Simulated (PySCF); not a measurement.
Precursor series Cd Cl-NH2. All species are isolated molecules in the gas phase. One relaxed conformer stands for each flexible species; it need not be the lowest.

The charge on the central atom (Mulliken) from two functionals at the same geometries (BP86-D3(BJ)/def2-SVP), both in PySCF: PBE-D3(BJ)/def2-TZVP and B3LYP-D3(BJ)/def2-TZVP. B3LYP has the VWN-RPA correlation part, as in Gaussian. 

| species | PBE-D3(BJ)/def2-TZVP (e) |
|---|---|
| 0 of 2 Cl replaced by NH2 ([Cd(Cl)2]) | 0.74 |
| 1 of 2 Cl replaced by NH2 ([Cd(Cl)(NH2)]) | 0.68 |
| 2 of 2 Cl replaced by NH2 ([Cd(NH2)2]) | 0.66 |

**Question.** What does B3LYP-D3(BJ)/def2-TZVP give for each?

**Answer.** 
- 0 of 2 Cl replaced by NH2 ([Cd(Cl)2]): 0.80
- 1 of 2 Cl replaced by NH2 ([Cd(Cl)(NH2)]): 0.75
- 2 of 2 Cl replaced by NH2 ([Cd(NH2)2]): 0.75
Over these rows, drawn at random from the members with no instability flagged (it was tested for open shells, ions and some series alone), PBE minus B3LYP-D3(BJ): mean -0.08 e, from -0.09 e to -0.06 e.
